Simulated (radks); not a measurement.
Problem. The mean radii <r> (bohr) of the occupied orbitals of an atom or ion are listed with their occupations. Method: non-relativistic Kohn-Sham, PBE, spin-unpolarised, spherical densities, point nucleus; computed with a radial shooting solver on a logarithmic mesh with Libxc functionals.

| orbital | occ. | <r> |
|---|---|---|
| 1s | 2 | 0.09141 |
| 2s | 2 | 0.4461 |
| 2p | 6 | 0.4073 |
| 3s | 1 | 1.491 |
| 3p | 5 | 1.707 |
| 4s | 1 | 5.446 |

Name the element and its charge.

Solution. Z = 17, chlorine, charge 0: Cl in [Ne] 3s1 3p5 4s1. The 1s radius gives Z: for a bare nucleus <r> = 1.5/Z, 0.08824 bohr for Z = 17, and screening makes it slightly larger (0.09141 here). The occupations add up to 17, and the charge is Z minus that.
